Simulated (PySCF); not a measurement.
Ta(O)(OH)2(NH2) (H4NO3Ta), SMILES [NH2][Ta](=[O])([OH])[OH], multiplicity 1. Atoms are numbered in the order given.

```xyz
9

Ta     0.0186    -0.0255     0.0000
O     -0.0811    -1.7572     0.0000
O      0.9259     0.6216     1.5693
H      1.2576     0.2168     2.3779
O      0.9259     0.6216    -1.5693
H      1.2576     0.2168    -2.3779
N     -1.8804     0.5758     0.0000
H     -2.6924    -0.0372     0.0000
H     -2.1823     1.5490     0.0000
```
Charge 0, spin multiplicity 1.

Geometry optimised at B3LYP-D3(BJ)/def2-SVP. The spin state was assumed, not searched. The def2 effective core potentials stand for the cores of Ta; spin–orbit coupling is left out. One conformer was computed; it need not be the lowest.

Calculation: PBE/def2-TZVP (PySCF).

Isolated molecule, no solvent.

Estimate the frontier levels, gap, dipole moment and polarisability. (The exact figures need the calculation; the answer reports its results.)


highest occupied level: -6.34 eV
lowest empty level: -1.14 eV
orbital gap: 5.21 eV
dipole moment: 1.61 D
quadrupole, principal values (traceless, Buckingham form, about the centre of nuclear charge): -13.86, 6.85, 7.00 D·Å
mean static polarisability: 57.3 bohr³ (8.49 Å³)
polarisability, principal values: 54.4, 57.1, 60.4 bohr³
